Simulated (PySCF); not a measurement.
SMILES c1c(cc(SC)cc1)[SiH3] (GFN2-xTB optimised geometry):

```
19

C     -1.148    -2.622    -0.063
S     -2.354    -1.267     0.003
C     -1.360     0.198     0.000
C     -2.051     1.408     0.002
C     -1.352     2.597     0.002
C      0.033     2.590     0.000
C      0.739     1.393     0.000
Si     2.626     1.366    -0.030
C      0.025     0.198     0.000
H     -1.737    -3.534    -0.090
H     -0.524    -2.612     0.826
H     -0.550    -2.543    -0.967
H     -3.131     1.397     0.004
H     -1.890     3.534     0.004
H      0.573     3.526     0.001
H      3.084     1.197    -1.412
H      3.097     0.237     0.777
H      3.131     2.626     0.517
H      0.575    -0.730     0.003
```

Level of theory: B3LYP/def2-SVP in PySCF 2.14.0.

Problem. What are the frontier orbital energies and the dipole moment?

Solution. HOMO-2 -7.96 eV, HOMO-1 -7.15 eV, HOMO -5.78 eV, LUMO -0.67 eV, LUMO+1 -0.25 eV; dipole moment 0.81 D.

Meta-Löwdin charges at B3LYP/def2-SVP: C1 -0.34, S2 0.08, C3 -0.05, C4 -0.11, C5 -0.09, C6 -0.11, C7 -0.20, Si8 0.51, C9 -0.12, H10 0.13, H11 0.11, H12 0.11, H13 0.11, H14 0.10, H15 0.10, H16 -0.11, H17 -0.11, H18 -0.10, H19 0.09.
